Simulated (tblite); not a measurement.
A tight-binding relaxation on `CC(C)O[Si@H](O)[Se][SiH3]`.

Computed with GFN2-xTB geometry optimisation, gas phase (tblite 0.8.0). Start geometry: from a force field or distance geometry. The command runs a driver script over a list of jobs; the input below is this job's line of settings and its coordinates in Å.

Command:
```bash
OMP_NUM_THREADS=1 python probes_run.py task.json out
```

Input:
```
{"job": {"kind": "relax", "xc": "GFN2-xTB", "basis": "xTB"}, "charge": 0, "multiplicity": 1}
C     -2.392900    -0.764300    -0.381700
C     -1.200600     0.182300    -0.277000
C     -1.529000     1.354000     0.645400
O     -0.101500    -0.508000     0.291200
Si     0.941200    -1.156100    -0.926000
O      1.997200    -2.312200    -0.241400
Se     2.167100     0.539500    -1.863300
Si     2.999200     1.131700     0.187900
H     -2.657600    -1.183600     0.615900
H     -3.283800    -0.216200    -0.782200
H     -2.171800    -1.602900    -1.069900
H     -0.984200     0.608200    -1.272300
H     -0.672800     2.045700     0.717400
H     -1.784100     1.001700     1.662300
H     -2.404700     1.933800     0.235000
H      0.147000    -1.803700    -1.975900
H      1.404100    -3.004800     0.133600
H      1.886800     1.506300     1.073900
H      3.718800    -0.007000     0.774000
H      3.916400     2.266300     0.034100
```

Output:
```
step      E/eV     max force
  0    -747.03739    2.844
  1    -747.32632    1.660
  2    -747.43889    1.153
  3    -747.46728    0.635
  4    -747.49666    0.459
  5    -747.50502    0.448
  6    -747.53023    0.406
  7    -747.53939    0.397
  8    -747.54938    0.209
  9    -747.55466    0.161
... (271 lines left out)
281    -747.73741    0.012
282    -747.73746    0.014
283    -747.73750    0.011
284    -747.73754    0.012
285    -747.73757    0.014
286    -747.73759    0.014
287    -747.73762    0.014
288    -747.73764    0.012
289    -747.73766    0.010
290    -747.73769    0.009
```

«max force» is the largest atomic force in eV/Å.

**Question.** From which step on does the largest force stay under 0.1 eV/Å, and how much energy is left to gain from there?

**Answer.** From step 259 (0.042 eV/Å), 3.9 meV above the end.

Summary of the converged run: energy lowered by 16.1 kcal/mol over 290 steps; largest atomic force 0.009 eV/Å at the end.

**Question.** Give the final coordinates.

**Answer.** 1.341 Å rms from the input after alignment:
```
atom  x, y, z in Å
C1    -2.3547   -0.5257   -1.1143
C2    -1.5817    0.3233   -0.1134
C3    -2.4732    0.8151    1.0204
O4    -0.5313   -0.4238    0.4560
Si5    0.8679   -0.8255   -0.2276
O6     1.8765   -1.2236    0.9761
Se7    1.7983    0.9444   -1.3087
Si8    3.9413    0.6817   -0.5705
H9    -2.7247   -1.4252   -0.6277
H10   -3.1946    0.0379   -1.5103
H11   -1.7043   -0.8140   -1.9361
H12   -1.1415    1.1851   -0.6386
H13   -1.8839    1.3859    1.7331
H14   -2.9177   -0.0332    1.5356
H15   -3.2630    1.4481    0.6264
H16    0.7429   -1.9406   -1.1593
H17    1.5036   -1.5477    1.7920
H18    4.0084    1.0483    0.8390
H19    4.3286   -0.7056   -0.7861
H20    4.6980    1.6058   -1.4051
```

Time: 9.9 s. Hardware: Intel Xeon at 2.50 GHz, one thread, shared host with 64 logical CPUs at a one-minute load of 62.
Labels such as C1 count atoms from 1, the log's own numbers from 0.
